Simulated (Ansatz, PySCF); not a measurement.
C₂H₅ClSi, SMILES C(=C/Cl)/[SiH3]. Atoms are numbered in the order given.

```xyz
9

Si    -0.3744    -1.6649     0.0000
C      1.1122    -0.5139     0.0000
C      1.0067     0.8151     0.0000
Cl    -0.5298     1.6217     0.0000
H     -1.2090    -1.4425     1.2145
H     -1.2090    -1.4425    -1.2145
H      0.1198    -3.0722     0.0000
H      2.1326    -0.9151     0.0000
H      1.8506     1.5117     0.0000
```

Coordinates come from a ωB97X-D3(BJ)/def2-SVP optimisation. The structure was generated by enumeration; whether it is a known compound was not checked.

Two levels are set side by side: PBE-D3(BJ)/def2-SVP (Ansatz, a program for electronic structure) and ωB97X-D3(BJ)/def2-SVP (PySCF). Each level has its own optimised geometry; the coordinates shown are those of the second. Frequencies come from the Hessian of PySCF at each geometry. Differences are taken from unrounded values.

| quantity | ωB97X-D3(BJ) |
|---|---|
| mean bond length (Å) | 1.451 |
| bond Si1–C2 (Å) | 1.880 |
| bond C2–C3 (Å) | 1.333 |
| bond C3–Cl4 (Å) | 1.735 |
| bond Si1–H5 (Å) | 1.490 |
| bond Si1–H6 (Å) | 1.490 |
| bond Si1–H7 (Å) | 1.492 |
| bond C2–H8 (Å) | 1.096 |
| bond C3–H9 (Å) | 1.094 |
| highest harmonic wavenumber (cm⁻¹) | 3234 |
| mean harmonic wavenumber (cm⁻¹) | 1235 |
| zero-point energy (kcal/mol) | 37.09 |

Question: What does PBE-D3(BJ) give, and how far is it from ωB97X-D3(BJ)? (Estimate from the structure and the level; the computed values follow.)

Answer: 
```csv
quantity,PBE-D3(BJ),PBE-D3(BJ) minus ωB97X-D3(BJ)
mean bond length (Å),1.461,0.010
bond Si1–C2 (Å),1.884,0.004
bond C2–C3 (Å),1.346,0.012
bond C3–Cl4 (Å),1.743,0.008
bond Si1–H5 (Å),1.504,0.014
bond Si1–H6 (Å),1.504,0.014
bond Si1–H7 (Å),1.504,0.012
bond C2–H8 (Å),1.104,0.008
bond C3–H9 (Å),1.102,0.008
highest harmonic wavenumber (cm⁻¹),3123,-110
mean harmonic wavenumber (cm⁻¹),1177,-58
zero-point energy (kcal/mol),35.34,-1.75
```

GGA bonds tend to be longer and softer than those of functionals with exact exchange. Differences between two approximate levels are no errors against the true value.
